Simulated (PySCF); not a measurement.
# Multinuclear NMR of C4H9ClO3Si

Molfile (atoms numbered from 1):
```
C4H9ClO3Si
     RDKit          3D

 18 17  0  0  0  0  0  0  0  0999 V2000
   -2.0984   -0.4325   -1.0878 C   0  0  0  0  0  0  0  0  0  0  0  0
   -2.0851   -0.7017    0.4085 C   0  0  0  0  0  0  0  0  0  0  0  0
   -0.7985   -0.9783    0.9008 O   0  0  0  0  0  0  0  0  0  0  0  0
    0.5345   -0.0622    0.9049 Si  0  0  0  0  0  4  0  0  0  0  0  0
    0.1424    1.4764    1.2605 O   0  0  0  0  0  0  0  0  0  0  0  0
    1.4990   -0.6488    2.0757 O   0  0  0  0  0  0  0  0  0  0  0  0
    1.4593   -0.1248   -0.7458 C   0  0  0  0  0  0  0  0  0  0  0  0
    2.7138   -0.5228   -0.8443 C   0  0  0  0  0  0  0  0  0  0  0  0
    3.5823   -0.5856   -2.3347 Cl  0  0  0  0  0  0  0  0  0  0  0  0
   -1.6285   -1.2568   -1.6184 H   0  0  0  0  0  0  0  0  0  0  0  0
   -3.1223   -0.3233   -1.4344 H   0  0  0  0  0  0  0  0  0  0  0  0
   -1.5516    0.4820   -1.3001 H   0  0  0  0  0  0  0  0  0  0  0  0
   -2.4905    0.1625    0.9447 H   0  0  0  0  0  0  0  0  0  0  0  0
   -2.6917   -1.5827    0.6425 H   0  0  0  0  0  0  0  0  0  0  0  0
    0.8128    2.0755    1.5774 H   0  0  0  0  0  0  0  0  0  0  0  0
    1.4578   -1.5762    2.2890 H   0  0  0  0  0  0  0  0  0  0  0  0
    0.9502    0.1798   -1.6499 H   0  0  0  0  0  0  0  0  0  0  0  0
    3.3056   -0.8391   -0.0004 H   0  0  0  0  0  0  0  0  0  0  0  0
  1  2  1  0
  2  3  1  0
  3  4  1  0
  4  5  1  0
  4  6  1  0
  4  7  1  0
  7  8  2  0
  8  9  1  0
  1 10  1  0
  1 11  1  0
  1 12  1  0
  2 13  1  0
  2 14  1  0
  5 15  1  0
  6 16  1  0
  7 17  1  0
  8 18  1  0
M  END
```

Computed data (PySCF 2.14): coordinates at the GFN2-xTB level, NMR shieldings at PBE0/pcSseg-1/GIAO. No solvent, fast rotation and ring inversion assumed for equivalent nuclei, one conformer, non-relativistic Hamiltonian.

Task: Where does ²⁹Si resonate?

Result: 
```tsv
atoms	environment	σ (ppm)	δ (ppm)
Si4	silicon bonded to C, 3 O	409.7	-56.8
```

Shieldings were converted by a linear fit to measured shifts: ²⁹Si: δ = 279.94 − 0.822σ (rms 8.9 ppm, 72 shifts, 25.8 ppm with the 6 outliers that the fit left out vs TMS, solution or neat liquid). Occasional misses reach two or three times the rms, and more in compound classes unlike the fitted ones.

On a 400 MHz spectrometer ²⁹Si resonates near 79.5 MHz, so 1 ppm is 79.5 Hz.

Task: What are the ¹⁷O shifts?

Result: 
```json
{"atoms": "O3", "environment": "oxygen bonded to C, Si", "σ (ppm)": "268.5", "δ (ppm)": "22.1"}
{"atoms": "O5/O6", "environment": "oxygen bonded to Si, H", "σ (ppm)": "286.2", "δ (ppm)": "6.0"}
```

Shieldings were converted by a linear fit to measured shifts: ¹⁷O: δ = 266.70 − 0.911σ (rms 10.7 ppm, 155 shifts, 12.2 ppm with the 3 outliers that the fit left out vs liquid water, solution or neat liquid). A few per cent of atoms miss by over 2 rms, more outside the fitted compound classes.

On a 300 MHz spectrometer ¹⁷O resonates near 40.7 MHz, so 1 ppm is 40.7 Hz.
